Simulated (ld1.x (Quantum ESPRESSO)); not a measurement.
## Scattering properties, TM potential for tellurium (Te)

Te (Z = 52), norm-conserving Troullier–Martins (Kleinman–Bylander form), made with ld1.x (Quantum ESPRESSO) 7.5 (PBE, non-relativistic). Core [Kr], reference 4d10 5s2 5p2 (charge +2). Waves: 5s (bound): rc 1.55 bohr; 5p (bound): rc 2.15 bohr; 4d (bound): rc 1.20 bohr. Local part: the d channel. Core correction: none.

The phase is arctan(r·u′/u) with u = r·R(r), unwrapped; energies in Ry, scanned from -7 to 5 Ry. A pole is an energy at which the radial function vanishes at the test radius. The pseudo phase is shifted by a multiple of π to meet the all-electron one at the reference energy, and phase errors are pseudo minus all-electron; the curves can meet again beyond the range given. Levels narrower than the energy grid can be missing from the lists of poles.

```tsv
channel	radius (bohr)	reference energy (Ry)	poles, all-electron	poles, pseudo	unbroken range about the reference energy with phases within 0.05 rad	phase error 1 Ry above the reference energy (rad)
s	2.35	-2.30	-0.50	-0.60, 3.78	below 0.7	-0.005
p	2.35	-1.63	0.80	0.71	below 2.9	-0.003
d	2.35	-4.62	-4.56, 3.29	-4.56, 3.28	the whole range	-0.000
```

Note: ghost states, extra bound levels that the all-electron valence spectrum of the same l lacks: s at -223.0 eV, p at -107.3 eV. A true bound ghost makes a file unfit for plane-wave use.

Phases in the d channel:

```csv
E (Ry),all-electron,pseudo
-7.00,1.384,1.384
-6.48,1.372,1.372
-5.96,1.356,1.356
-5.44,1.330,1.330
-4.92,1.238,1.238
-4.40,-1.705,-1.705
-3.88,-1.790,-1.790
-3.36,-1.829,-1.829
-2.84,-1.870,-1.870
-2.32,-1.922,-1.922
-1.80,-2.000,-2.000
-1.28,-2.131,-2.132
-0.76,-2.399,-2.400
-0.24,-3.021,-3.023
0.28,-3.852,-3.855
0.80,-4.276,-4.277
1.32,-4.465,-4.466
1.84,-4.568,-4.569
2.36,-4.634,-4.635
2.88,-4.682,-4.682
3.40,-4.720,-4.721
3.92,-4.753,-4.754
4.44,-4.785,-4.786
4.96,-4.819,-4.820
```
